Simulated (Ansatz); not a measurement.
Program: Ansatz. Geometries: PBE0-D4/def2-TZVP. ΔE: electronic, gas phase. CCSD(T)/CBS adds triple-zeta CCSD(T) − MP2 to the extrapolated MP2 energy (def2 sets, frozen cores). Double bonds are as drawn, so ΔE can hold a change between cis and trans. Functionals use def2-TZVPP. For Ga outer-core shells are correlated without core-valence functions, which leaves a few kJ/mol of doubt a bond. Scalar relativity is left out up to krypton. One conformer a species, not always the lowest.

Reaction (redistribution): `[CH3][GaH][CH3]` + `O=C/C=[CH]/[AlH2]` → `[CH3][GaH][CH]=O` + `C/C=[CH]/[AlH2]`

```
           level  ΔE (kJ/mol)
       revPBE-D4         37.6
         ωB97M-V         41.8
        PBE-QIDH         45.3
            BLYP         36.0
         r2SCANh         43.8
CCSD(T)/def2-SVP         42.7
 CCSD/def2-TZVPP         42.9
   HF/def2-QZVPP         40.2
```

Q: What does CCSD(T)/CBS give? (An estimate is asked.)

A: Ansatz gave: +44.1 kJ/mol. The listed levels differ from it by -6.5, -2.3, 1.2, -8.1, -0.3, -1.4, -1.2, -3.9 kJ/mol.

Largest T1 diagnostic among the species: 0.015.

From PBE to PBE0 (25 % exact exchange), in def2-TZVPP and without D4, ΔE moves by +3.7 kJ/mol. Leaving LDA and LC-ωPBE aside and taking each functional with its dispersion term where it has one, the values, not all of them listed here, spread over 8.7 kJ/mol, from BLYP-D4 to PBE-QIDH. LDA lies +4.1 kJ/mol from PBE without D4.
